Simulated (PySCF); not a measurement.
Isomers of CH7ClSi2, mass 109.977 u with the commonest isotopes. Level of theory: PySCF 2.14.0, PBE0-D3(BJ)/def2-SVP geometry optimisation, gas phase. One conformer each, none proved a minimum here; rigid rotors.

Question: Order these by rotational constant C, smallest first.
A. `[SiH3]C([SiH3])Cl`
B. `[SiH3:1][SiH2:2][CH2:3][Cl:4]` with Si1–Si2–C3–Cl4 180°
C. `C[Si@@H]([SiH3])Cl`
D. `[CH3:1][SiH2:2][SiH2:3][Cl:4]` with C1–Si2–Si3–Cl4 -179°

Answer: B (1042 MHz), D (1201 MHz), C (1524 MHz), A (1575 MHz).

Question: Order these by radius of gyration √(Σ m r²/M), smallest first.
A. `[CH3:1][SiH2:2][SiH2:3][Cl:4]` with C1–Si2–Si3–Cl4 -179°
B. `[SiH3:1][SiH2:2][CH2:3][Cl:4]` with Si1–Si2–C3–Cl4 180°
C. `C[Si@@H]([SiH3])Cl`
D. `[SiH3]C([SiH3])Cl`

Answer: D (1.740 Å), C (1.783 Å), A (1.974 Å), B (2.117 Å).

Question: Order these by rotational constant B, smallest first.
A. `[SiH3:1][SiH2:2][CH2:3][Cl:4]` with Si1–Si2–C3–Cl4 180°
B. `[SiH3]C([SiH3])Cl`
C. `C[Si@@H]([SiH3])Cl`
D. `[CH3:1][SiH2:2][SiH2:3][Cl:4]` with C1–Si2–Si3–Cl4 -179°

Answer: A (1097 MHz), D (1327 MHz), C (2166 MHz), B (2772 MHz).

```tsv
SMILES	point group	Ia (u·Å²)	Ib (u·Å²)	Ic (u·Å²)	κ	μa (D)	μb (D)	μc (D)
[SiH3]C([SiH3])Cl	Cs	162.65	182.29	320.85	0.56	0.01	1.07	0.76
[SiH3][SiH2]CCl	Cs	39.61	460.70	485.20	-0.99	1.26	0.81	0.00
C[SiH2][SiH2]Cl	Cs	55.07	380.92	420.95	-0.97	2.28	0.87	0.01
C[Si@@H]([SiH3])Cl	C1	134.42	233.28	331.57	-0.43	0.86	1.65	0.06
```
